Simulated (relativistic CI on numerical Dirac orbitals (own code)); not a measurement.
Ru5+: resonant inelastic scattering at the M2,3 edge

Computed with this model: Dirac-Coulomb-Breit CI, separate exchange-only KLI orbitals for each configuration, a model potential for QED, valence Slater integrals scaled by 0.8, Kramers-Heisenberg scattering through one core-hole configuration in a parametric crystal field; configurations [Kr] 4d3 → [Ne] 3s2 3p5 3d10 4s2 4p6 4d4; 80 K; core-hole width 1.2 eV; summed over polarisations. Incident energies are the highest absorption maxima for each field (at most a few, so the weaker spin-orbit partner edge can be absent), on the computed scale of the free ion. Intensities are in per cent of the strongest line above 0.02 eV; levels within 1 cm⁻¹ are merged; final levels count from the ground level, the first row holds all elastic scattering, lines under 0.4 are left out and each table stops after 24 rows. The scale of the Slater integrals is a model choice and moves the terms in proportion.

Field parameters in Wybourne normalisation: D3d B²₀ = −7Dσ, B⁴₀ = −14Dq − 21Dτ, B⁴₃ = −14√(10/7) Dq. The field is a parameter set, without covalency.

S is read from ⟨S²⟩ = S(S + 1).

D3d, 10Dq = 28550, Dσ = -1200, Dτ = -320 cm⁻¹:

```
Final level (eV)  Degeneracy  Irrep     S  472.3 eV  474 eV  494.4 eV
           0.000           2     Γ4  1.49    1551.6   532.0     209.2
           0.003           2  Γ5+Γ6  1.50       4.6     8.3       8.5
           1.609           2     Γ4  0.53       8.9     6.3      12.9
           1.723           2  Γ5+Γ6  0.52       8.8     3.5       4.7
           1.986           2     Γ4  0.51       9.7     2.3       5.3
           2.014           2  Γ5+Γ6  0.52      10.9     2.7      13.5
           2.066           2     Γ4  0.52      23.0     4.6      27.2
           3.018           2     Γ4  0.73      40.3     8.2      20.9
           3.179           2  Γ5+Γ6  1.35      99.3    15.4      23.4
           3.182           2     Γ4  1.47     100.0    12.1      15.5
           3.214           2     Γ4  1.38      71.0     9.2      16.5
           3.219           2     Γ4  1.48      70.6    10.2       9.9
           3.309           2  Γ5+Γ6  0.86      62.5     8.3      22.6
           3.485           2     Γ4  0.71      45.3     7.2      35.4
           3.679           2  Γ5+Γ6  1.42      68.0     8.1       8.6
           3.683           2     Γ4  1.42      94.1    10.3      12.6
           4.424           2     Γ4  1.46      62.8     9.1       4.6
           4.471           2     Γ4  1.48      57.4    10.2       6.7
           4.503           2  Γ5+Γ6  1.48      45.7     9.1      12.0
           4.541           2     Γ4  1.47      28.1     5.8      10.9
           4.641           2     Γ4  1.44      48.2     7.6       8.8
           4.675           2  Γ5+Γ6  1.48      32.2     7.3       7.6
           4.941           2     Γ4  0.56       2.6     6.5       1.1
           4.998           2     Γ4  0.62       4.1     2.8       0.6
```

D3d, 10Dq = 28550, Dσ = -860, Dτ = -320 cm⁻¹:

| Final level (eV) | Degeneracy | Irrep | S | 472.3 eV | 474 eV | 494.2 eV |
| --- | --- | --- | --- | --- | --- | --- |
| 0.000 | 2 | Γ4 | 1.50 | 1618.4 | 558.9 | 223.1 |
| 0.001 | 2 | Γ5+Γ6 | 1.50 | 4.6 | 8.1 | 10.8 |
| 1.681 | 2 | Γ4 | 0.53 | 9.0 | 6.0 | 20.5 |
| 1.780 | 2 | Γ5+Γ6 | 0.52 | 8.8 | 3.4 | 7.1 |
| 1.992 | 2 | Γ4 | 0.51 | 11.8 | 2.5 | 7.5 |
| 2.022 | 2 | Γ5+Γ6 | 0.52 | 12.2 | 3.0 | 19.1 |
| 2.061 | 2 | Γ4 | 0.52 | 23.2 | 4.6 | 32.3 |
| 3.041 | 2 | Γ4 | 0.71 | 43.8 | 8.4 | 27.7 |
| 3.171 | 2 | Γ5+Γ6 | 1.00 | 81.0 | 12.5 | 31.0 |
| 3.216 | 2 | Γ4 | 1.44 | 100.0 | 11.4 | 15.0 |
| 3.255 | 2 | Γ4 | 1.38 | 78.5 | 9.1 | 14.8 |
| 3.263 | 2 | Γ4 | 1.48 | 82.5 | 10.9 | 8.0 |
| 3.292 | 2 | Γ5+Γ6 | 1.22 | 81.7 | 10.7 | 12.4 |
| 3.411 | 2 | Γ4 | 0.75 | 46.9 | 7.3 | 33.5 |
| 3.631 | 2 | Γ5+Γ6 | 1.43 | 81.0 | 9.3 | 7.1 |
| 3.634 | 2 | Γ4 | 1.44 | 97.7 | 10.6 | 8.9 |
| 4.405 | 2 | Γ4 | 1.46 | 69.1 | 9.7 | 3.5 |
| 4.450 | 2 | Γ4 | 1.48 | 54.4 | 9.8 | 4.8 |
| 4.477 | 2 | Γ5+Γ6 | 1.49 | 43.5 | 8.7 | 8.9 |
| 4.510 | 2 | Γ4 | 1.48 | 31.0 | 6.4 | 9.4 |
| 4.629 | 2 | Γ4 | 1.45 | 48.2 | 7.5 | 6.7 |
| 4.658 | 2 | Γ5+Γ6 | 1.48 | 36.7 | 8.0 | 6.2 |
| 4.984 | 2 | Γ4 | 0.59 | 3.7 | 5.2 | 0.8 |
| 5.041 | 2 | Γ4 | 0.56 | 2.2 | 4.2 | 0.8 |

D3d, 10Dq = 28550, Dσ = -510, Dτ = -320 cm⁻¹:

```tsv
Final level (eV)	Degeneracy	Irrep	S	472.3 eV	474 eV	494 eV
0.000	2	Γ4	1.50	1705.0	593.7	250.0
0.000	2	Γ5+Γ6	1.50	4.5	7.9	13.9
1.749	2	Γ4	0.53	8.9	5.6	30.3
1.831	2	Γ5+Γ6	0.52	8.7	3.4	10.8
1.995	2	Γ4	0.51	14.3	2.7	9.8
2.028	2	Γ5+Γ6	0.52	13.9	3.3	26.1
2.059	2	Γ4	0.52	23.4	4.6	35.9
3.064	2	Γ4	0.71	48.1	8.8	36.6
3.127	2	Γ5+Γ6	0.76	69.9	10.9	33.5
3.228	2	Γ4	1.23	86.8	10.5	24.7
3.291	2	Γ4	1.36	86.2	8.1	13.8
3.306	2	Γ4	1.46	96.0	11.8	6.6
3.316	2	Γ5+Γ6	1.39	94.1	12.2	6.6
3.362	2	Γ4	1.04	65.9	9.2	19.3
3.584	2	Γ5+Γ6	1.44	96.4	10.6	5.7
3.589	2	Γ4	1.46	100.0	10.9	6.3
4.392	2	Γ4	1.46	76.7	10.3	2.6
4.434	2	Γ4	1.49	51.9	9.6	3.7
4.457	2	Γ5+Γ6	1.49	41.6	8.5	6.7
4.483	2	Γ4	1.48	34.4	7.2	8.2
4.619	2	Γ4	1.46	47.8	7.5	5.4
4.644	2	Γ5+Γ6	1.49	42.2	9.0	5.0
5.011	2	Γ4	0.60	3.8	3.7	0.5
5.097	2	Γ4	0.53	1.5	5.9	0.9
```

For the first field the strongest loss at the lowest incident energy is the level at 3.18 eV (S = 1.47, against 1.50 in the thermal ground state). Levels of other spin, the first over 8 % at 1.61 eV, appear because spin-orbit coupling of the core hole, and in heavier ions of the valence shell too, mixes spins.
